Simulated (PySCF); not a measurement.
# Stretching GaB

Set-up: PySCF, no relativity, basis sets Ga def2-SVP, B def2-SVP. Energies in eV from Ga + B in their ground configurations at the same level. All curves are PBE0. state 1: ³Π (triplet), unpaired electrons σ ↑, π ↑; state 2: ³Σ⁻ (triplet), unpaired electrons π ↑↑, a second solution, started from another occupation; state 3: Ms = 0 determinant of mixed spin (⟨S²⟩ near 1.0), unpaired electrons σ ↓, π ↑, a second solution, started from another occupation; state 4: Ms = 0 determinant of mixed spin (⟨S²⟩ near 1.0), unpaired electrons π ↑↓, a mixture of terms (⟨Lz²⟩ = 2.0), a second solution, started from another occupation.

| R (Å) | state 1 | state 2 | state 3 | state 4 |
| --- | --- | --- | --- | --- |
| 1.921 | -1.530 | -1.943 | -1.348 | -1.668 |
| 2.011 | -1.805 | -2.016 | -1.624 | -1.758 |
| 2.100 | -1.956 | -1.997 | -1.777 | -1.753 |
| 2.167 | -2.010 | -1.940 | -1.830 | -1.705 |
| 2.234 | -2.024 | -1.859 | -1.845 | -1.632 |
| 2.301 | -2.009 | -1.761 | -1.830 | -1.541 |
| 2.390 | -1.953 | -1.613 | -1.774 | -1.401 |
| 2.502 | -1.846 | -1.415 | -1.666 | -1.212 |
| 2.636 | -1.684 | -1.174 | -1.504 | -0.982 |
| 2.815 | -1.445 | -0.871 | -1.264 | -0.690 |

**Question.** Put a parabola through the three lowest points of the state 1 curve and estimate Re, k and ωe (reduced mass 9.493 u; 1 eV/Å² = 0.16022 mdyn/Å; ωe = 1302.8·√(k/μ) cm⁻¹).

**Answer.** Through R = 2.167, 2.234, 2.301 Å the second-order coefficient is 3.23 eV/Å², so Re ≈ 2.233 Å, k ≈ 1.04 mdyn/Å and ωe ≈ 430 cm⁻¹. A polynomial fit of higher order to the unrounded PBE0 energies gives Re = 2.230 Å, k = 1.08 mdyn/Å, ωe = 440 cm⁻¹; anharmonicity and rounding make the difference.

The higher-order fit for each curve: state 1: Re = 2.230 Å, ωe = 440 cm⁻¹, De = 2.02 eV; state 2: Re = 2.032 Å, ωe = 546 cm⁻¹, minimum 2.02 eV below the ground-state fragments; state 3: Re = 2.230 Å, ωe = 441 cm⁻¹, minimum 1.85 eV below the ground-state fragments; state 4: Re = 2.048 Å, ωe = 536 cm⁻¹, minimum 1.77 eV below the ground-state fragments.

Spin–orbit coupling is left out. The state is the lowest determinant that a PBE0 search found; another state may lie lower at other levels.
